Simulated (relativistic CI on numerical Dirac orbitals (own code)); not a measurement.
## Cr³⁺: M2,3 absorption edge

Computed with this model: Dirac-Coulomb-Breit CI, orbitals from a KLI potential per configuration, QED by a radiative potential, valence Slater integrals scaled by 0.8, multiplet model of core-to-valence dipole absorption; configurations [Ar] 3d3 → [Ne] 3s2 3p5 3d4; 300 K; Lorentzian 0.8 eV and Gaussian 0.3 eV FWHM. Energies are those of the free ion, without screening or charge transfer. The branching ratio is the share of the lower-energy edge in the whole absorption, uncertain by about 0.02 where the edges overlap. S is read from ⟨S²⟩ = S(S + 1).

Field parameters in Wybourne normalisation: Td as Oh with Dq negative (B⁴₀ = 21Dq, B⁴₄ = √(5/14) B⁴₀). The field is a parameter set, without covalency.

Peaks in eV (height, largest 100): 49.5 (35), 50.6 (68), 53.3 (23), 54.7 (100), 60.0 (99).

**Question.** Which surroundings give this spectrum?
A. Td, 10Dq = -1800 cm⁻¹
B. Td, 10Dq = -6450 cm⁻¹
C. Td, 10Dq = -8750 cm⁻¹
D. Td, 10Dq = -4150 cm⁻¹

**Answer.** D. Td, 10Dq = -4150 cm⁻¹, where the ground state has S = 1.50.
